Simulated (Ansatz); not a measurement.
Basis-set series for CH₃BFN, SMILES `BN=CF`. Total charge 0; spin multiplicity 1. The geometry is a stationary point of PBE0-D4/def2-TZVP.

```
atom   x (Å)   y (Å)   z (Å)
  B1   0.838   0.905   0.510
  N2   0.016  -0.028  -0.051
  C3  -0.739  -0.861  -0.532
  F4  -1.918  -1.167   0.023
  H5   1.651   0.549   1.311
  H6   0.726   2.047   0.174
  H7  -0.573  -1.445  -1.435
```

```json
{"functional": "PBE0-D4", "basis": "def2-SVP", "functions": "71", "energy (Eh)": "-218.94724", "HOMO (eV)": "-8.52", "LUMO (eV)": "-0.41"}
{"functional": "PBE0-D4", "basis": "def2-TZVPP", "functions": "166", "energy (Eh)": "-219.20163", "HOMO (eV)": "-8.61", "LUMO (eV)": "-0.53"}
{"functional": "ωB97M-V", "basis": "def2-SVP", "functions": "71", "energy (Eh)": "-219.10541", "HOMO (eV)": "-10.70", "LUMO (eV)": "1.76"}
{"functional": "ωB97M-V", "basis": "def2-TZVPP", "functions": "166", "energy (Eh)": "-219.36863", "HOMO (eV)": "-10.83", "LUMO (eV)": "1.35"}
```

(1) Give the rows for def2-QZVPP. (An estimate is asked.)

Answers

(1) Ansatz gave: 
```csv
functional,basis,functions,energy (Eh),HOMO (eV),LUMO (eV)
PBE0-D4,def2-QZVPP,318,-219.21357,-8.63,-0.60
ωB97M-V,def2-QZVPP,318,-219.37975,-10.85,1.09
```

Positive LUMOs are unbound and depend on the basis.
